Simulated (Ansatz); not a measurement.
Start from `[SiH3][SiH2]BCl` and change one atom or group to get `[SiH3][SiH2]BC=S`.

Ansatz, PBE0-D4/def2-TZVP geometries, multiplicity 1. Each molecule was computed in one conformer, which needn't be the lowest.

```
                                          property  `[SiH3][SiH2]BCl`
size of the dipole moment (ωB97M-V/def2-TZVPP) / D               0.46
                 HOMO energy (PBE/def2-TZVPP) / eV              -6.61
               HOMO energy (B3LYP/def2-TZVPP) / eV              -7.59
              HOMO–LUMO gap (PBE0/def2-TZVPP) / eV               5.46
               HOMO–LUMO gap (PBE/def2-TZVPP) / eV               3.39
    size of the dipole moment (PBE/def2-TZVPP) / D               0.36
```

Q: Give the same properties after the change, and the shifts. (Best estimate.)

A: Ansatz gave: 
```json
{"property": "size of the dipole moment (ωB97M-V/def2-TZVPP) / D", "`[SiH3][SiH2]BC=S`": "2.20", "shift": "1.74"}
{"property": "HOMO energy (PBE/def2-TZVPP) / eV", "`[SiH3][SiH2]BC=S`": "-6.36", "shift": "0.25"}
{"property": "HOMO energy (B3LYP/def2-TZVPP) / eV", "`[SiH3][SiH2]BC=S`": "-7.21", "shift": "0.38"}
{"property": "HOMO–LUMO gap (PBE0/def2-TZVPP) / eV", "`[SiH3][SiH2]BC=S`": "4.40", "shift": "-1.06"}
{"property": "HOMO–LUMO gap (PBE/def2-TZVPP) / eV", "`[SiH3][SiH2]BC=S`": "2.48", "shift": "-0.91"}
{"property": "size of the dipole moment (PBE/def2-TZVPP) / D", "`[SiH3][SiH2]BC=S`": "1.90", "shift": "1.54"}
```

With PBE0 the HOMO rises by 0.40 eV and the LUMO falls by 0.67 eV, so the gap narrows by about 1.07 eV. PBE moves the HOMO by 0.25 eV and ωB97M-V by 0.47 eV. Dipoles are sizes alone; their direction can turn.

B3LYP here is the variant with VWN-RPA as its local correlation; programs differ in this.
